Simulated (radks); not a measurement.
Question: These are the eigenvalues of the occupied orbitals of an atom or ion with whole-number occupations (eV). All-electron calculation, non-relativistic Kohn-Sham, PBE, spin-polarised, spherical densities, point nucleus. Program: a radial shooting solver on a logarithmic mesh with Libxc functionals.

orbital  eigenvalue
1s down   -23514.01
1s up     -23514.00
2s up     -3434.268
2s down   -3433.084
2p up     -3195.269
2p down   -3194.399
3s up     -681.2886
3s down   -680.7363
3p up     -585.9346
3p down   -585.2863
3d up     -410.1756
3d down   -409.1485
4s up     -156.7666
4s down   -151.8955
4p up     -126.4434
4p down   -121.4971
4d up      -76.6683

Which element is it, and in what charge state? The configuration may be excited. Open shells, if any, are filled with parallel spins first.

Answer: Z = 46, palladium, charge +5: Pd5+ in [Kr] 4d5. The list shows which subshells hold electrons but not how many an open one holds; the 1s level, -864.12 hartree, gives Z - s = 41.6 by -(Z - s)^2/2, which with screening narrows Z to a few neighbours, and the depths of the outer levels then fix element, charge and occupations together.
